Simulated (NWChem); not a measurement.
Species: C$_{3}$H$_{2}$ClN; SMILES N#C/C=C\Cl

Program: NWChem. Each level has its own optimisation; frequencies are unscaled. Brackets give each atom's bonded neighbours.

```csv
level,r C–N (Å),r C–C [C(CCH)–C(CN)] (Å),r C–C [C(CCH)–C(CClH)] (Å),r C–H [C(CCH)–H(C)] (Å),highest harmonic frequency (cm⁻¹),lowest (cm⁻¹),zero-point energy (kcal/mol),dipole (D)
Hartree-Fock/STO-3G,1.157,1.456,1.318,1.086,3732,137,30.5,3.88
BLYP/def2-SVP,1.175,1.430,1.357,1.102,3132,125,25.4,3.88
PBE-D3(BJ)/def2-SVP,1.175,1.424,1.355,1.102,3149,123,25.6,3.93
```
